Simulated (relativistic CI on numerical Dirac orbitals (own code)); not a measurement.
Ta39+: q coefficients and field-shift factors

These numbers are calculated, not measured: Dirac-Coulomb-Breit CI, orbitals from a KLI potential per configuration, derivatives by finite differences, unscaled Slater integrals, QED left out (own radial code, finite nucleus).

Configurations in the expansion (outside the closed core [Ar] 3d10): 4s²4p⁴, 4s4p⁵, 4s²4p³4d, 4p⁶, 4s4p⁴4d, 4s²4p³4f. Double excitations out of closed p, d and f shells are left out; levels of such configurations are missing from the list, as are those of other unlisted configurations, and high levels can miss mixing partners.

With x = (α/α₀)² − 1 an excitation energy changes as ω = ω₀ + qx; K = 2q/ω₀ is the relative enhancement. Terms are leading LS components, so labels can repeat. The field-shift factor is F = δν/δ⟨r²⟩ for the transition from the lowest level.

Lowest level 4s²4p⁴ ³P2.

```
        Level  ω₀ (cm⁻¹)   q (cm⁻¹)       K  F (GHz/fm²)
   4s²4p⁴ ¹S0      80150       4712   0.118        -1.44
   4s²4p⁴ ³P1     687213     848900    2.47         -114
   4s²4p⁴ ¹D2     724531     847100    2.34         -114
4s²4p³4d ³F°2    1221392      56630  0.0927        -3.13
4s²4p³4d ³D°1    1242550      88320   0.142        -60.2
4s²4p³4d ³P°0    1247256      52100  0.0835         16.9
4s²4p³4d ³F°3    1252919      56100  0.0896         17.7
   4s4p⁵ ³P°2    1371682     420000   0.612         -501
4s²4p³4d ³F°4    1384136     200700    0.29         21.1
   4s²4p⁴ ³P0    1444852  1.695e+06    2.35         -238
4s²4p³4d ³D°3    1501806     227500   0.303         15.6
4s²4p³4d ³P°1    1515461     339000   0.447         -249
   4s4p⁵ ³P°2    1552576     758700   0.977        -1200
```

At this charge energies of transitions that change n are usually good to better than 1 %, and those within a shell (Δn = 0) to a few per cent.
